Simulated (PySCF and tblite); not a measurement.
C6H9NOS, numbered as in [N:1]#[C:2][C@H:3]1[CH2:4][CH2:5][S@:6](=[O:7])[CH2:8][CH2:9]1. The ensemble was built from 60 distance-geometry starts (ETKDG and KDG, MMFF94s, GFN2-xTB) and rests on GFN2-xTB geometries. Weights use PBE0-D3(BJ)/pcSseg-1 (IEF-PCM, acetonitrile) energies plus GFN2-xTB zero-point and thermal terms (modes under about 100 cm⁻¹ blended into free rotors). Symmetry numbers and mirror images are counted. Conformers within 2.5 kcal/mol (GFN2-xTB free energy) were kept, 4 at most. GIAO shieldings: PBE0/pcSseg-1 (IEF-PCM, acetonitrile). Shifts are against TMS (¹H), TMS (¹³C), NH3 (¹⁵N) at the same level. Codes: tblite and PySCF.

The 6-ring runs over atoms 3–4–5–6–8–9.

| conformer | shape | point group | mirror pair | ΔE(DFT) | Δ(G−E) at 250 K | δ C5/C8 (ppm) |
| --- | --- | --- | --- | --- | --- | --- |
| 1 | 6-ring chair (C2, O7 axial) | Cs | no | 0.00 | 0.00 | 51.5 |
| 2 | 6-ring chair (all substituents equatorial) | Cs | no | 2.21 | -0.34 | 62.2 |

Energies in kcal/mol; the thermal term leaves out symmetry numbers and mirror images.

Q: Work out the weights at 250 K and the ¹³C shift of C5/C8 under fast exchange.

A: RT = 0.497 kcal/mol. Each conformer gets RT ln(σ/g), with σ the rotational symmetry number and g = 2 for a mirror pair: 1: σ = 1, g = 1, G = 0.00 + 0.00 + 0.00 = 0.00, 0.00 above the lowest, exp(−ΔG/RT) = 1.000; 2: σ = 1, g = 1, G = 2.21 − 0.34 + 0.00 = 1.87, 1.87 above the lowest, exp(−ΔG/RT) = 0.023. The sum is 1.023, so the weights are 97.7, 2.3 %. The averaged shift is 51.7 ppm. At 298.15 K it is 51.9 ppm. At 298.15 K the leading conformer alone gives 51.5 ppm and bare DFT energies give 51.7 ppm.


¹⁵N shifts are against a computed isolated NH3 molecule, about 20 ppm from the liquid.

Conformer gaps in pcSseg-1 on xTB geometries can be 2 kcal/mol off for S=O, P=O and other polar bonds.